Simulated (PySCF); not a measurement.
Finite-field polarisability of N (nitrogen, neutral)

[He] 2s2 2p3, high-spin 4S determinant. Computed with PySCF 2.14 in def2-QZVPPD, with the non-relativistic Hamiltonian (point nucleus). Frozen: 1s2. Energy changes in a uniform field (μhartree):

| axis | F (au) | HF | MP2 | CCSD | CCSD(T) |
| --- | --- | --- | --- | --- | --- |
| x | 0.0053 | -100.541 | -100.059 | -100.683 | -101.276 |
| x | 0.0106 | -402.307 | -400.422 | -402.920 | -405.299 |

Task: Derive α along x at CCSD(T) from the two fields.

Result: With ΔE = −αF²/2 − γF⁴/24, α = −(16 ΔE(F) − ΔE(2F))/(6F²) = 7.210 bohr³.

Task: And the mean polarisability at each level?

Result: HF 7.158, MP2 7.123, CCSD 7.168, CCSD(T) 7.210 bohr³. Reference: 7.4 ± 0.2 bohr³ (recommended; Schwerdtfeger and Nagle, table of static dipole polarizabilities (2023 update)).
